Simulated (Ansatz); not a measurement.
This geometry of CH5Ga + H2 (9 atoms, charge 0, multiplicity 1) is a first-order saddle point.

Theory: Ansatz 0.2.0, RKS PBE/def2-SVP.

```xyz
9
Properties=species:S:1:pos:R:3
Ga -0.046 -0.270 0.034
C -0.020 -0.048 2.240
H -0.988 -0.186 2.760
H 0.797 -0.505 2.834
H 0.188 1.041 2.199
H 1.417 -0.099 -0.480
H -1.461 0.162 -0.459
H -0.193 -1.961 0.523
H -0.124 -1.293 1.374
```

Q: Which two structures does it join? (They come from a converged band through this point; their orientation in space is the band's.)

A: Bonds broken: Ga1–C2, H8–H9. Bonds formed: Ga1–H8, C2–H9. CH5Ga + H2 becomes CH4 + GaH3.

Image 0:

```xyz
9
Properties=species:S:1:pos:R:3
Ga -0.008 -0.001 0.360
C 0.033 0.316 2.321
H -0.917 0.033 2.816
H 0.876 -0.205 2.816
H 0.178 1.406 2.485
H 1.345 -0.196 -0.445
H -1.371 0.118 -0.442
H -0.298 -2.353 0.171
H -0.269 -2.277 0.942
```

Image 8:

```xyz
9
Properties=species:S:1:pos:R:3
Ga -0.080 -0.601 -0.405
C -0.022 -0.142 2.555
H -0.952 0.061 3.116
H 0.831 -0.269 3.246
H 0.189 0.714 1.885
H 1.347 0.060 -0.572
H -1.384 0.287 -0.505
H -0.207 -2.175 -0.290
H -0.153 -1.094 1.996
```

Q: How far does it lie above each of them?

A: 1.05 eV above the first and 1.46 eV above the second. This is the barrier of this one path; another mechanism may lie lower. The orbitals stay closed-shell, which can raise the energy where a bond breaks towards radicals; this wasn't checked here.

Run time: 120 s on 1 thread of Arm Neoverse V1 (shared host), peak memory 0.094 GiB.
